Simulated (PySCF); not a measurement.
This PySCF input asks for the NMR shieldings of `C1=CC[N+](C)(C)[BH2-]1`, C5H12BN; the geometry comes from GFN2-xTB.

```python
import basis_set_exchange as bse
import numpy as np
from pyscf import gto, dft
from pyscf.prop import nmr

atoms = """
C    -1.499403   -0.971890   -0.475494
N    -0.422215   -0.097953   -0.033709
C    -0.984937    1.055916    0.660948
B     0.536860    0.438983   -1.287575
C     1.889919    0.596757   -0.458050
C     1.831284   -0.065878    0.687494
C     0.522678   -0.784579    0.867949
H    -1.080573   -1.832682   -0.992228
H    -2.103627   -1.316268    0.369612
H    -2.136283   -0.431378   -1.173857
H    -1.563860    0.743606    1.535884
H    -0.172572    1.705692    0.978042
H    -1.630545    1.612209   -0.014686
H     0.056129    1.434135   -1.725269
H     0.597494   -0.444911   -2.086099
H     2.774977    1.141948   -0.750314
H     2.595203   -0.164131    1.445486
H     0.624619   -1.826019    0.543258
H     0.155048   -0.784307    1.901146
"""
names = dict.fromkeys(["C", "N", "B", "H"], "pcSseg-1")
basis = {el: gto.basis.parse(bse.get_basis(n, elements=[el], fmt="nwchem")) for el, n in names.items()}
mol = gto.M(atom=atoms, basis=basis, charge=0, verbose=0)
mf = dft.RKS(mol, xc="PBE0")
mf.grids.level = 2
mf.grids.alignment = dft.numint.BLKSIZE   # the property module wants whole blocks of grid points
mf.conv_tol = 1e-9
mf.kernel()

calc = nmr.RKS(mf)   # GIAO
C = mf.mo_coeff
Co = C[:, mf.mo_occ > 0]
resp = mf.gen_response(singlet=True, hermi=2)
def vind(x):   # induced exchange potential for any number of trial vectors
    d = np.einsum("pi,xij,qj->xpq", C, 2 * x.reshape(-1, C.shape[1], Co.shape[1]), Co, optimize=True)
    return np.einsum("xpq,pi,qj->xij", resp(d - d.transpose(0, 2, 1)), C, Co, optimize=True).ravel()
mo1, _ = nmr.rhf.solve_mo1(calc, with_cphf=vind)
sigma = calc.kernel(mo1)
for i, s in enumerate(sigma):   # ppm
    print("%2d %-2s %9.2f" % (i, mol.atom_pure_symbol(i), np.trace(s) / 3))
```

**Question.** What does it print?

**Answer.** 
```
 0 C     135.67
 1 N     202.20
 2 C     135.94
 3 B     106.25
 4 C      24.54
 5 C      61.39
 6 C     115.16
 7 H      28.77
 8 H      29.32
 9 H      28.82
10 H      29.87
11 H      28.33
12 H      29.23
13 H      29.08
14 H      28.75
15 H      24.65
16 H      26.15
17 H      27.95
18 H      28.62
```

These numbers come from an equivalent density-fitted implementation of the same equations, which agrees with the script to about 0.01 ppm for H and up to a few tenths of a ppm for heavy atoms, so last digits may differ.

Size and cost of the density-fitted run: 179 basis functions, 76 s wall time on 1 thread of an Intel Xeon, shared host; peak memory 0.82 GiB.
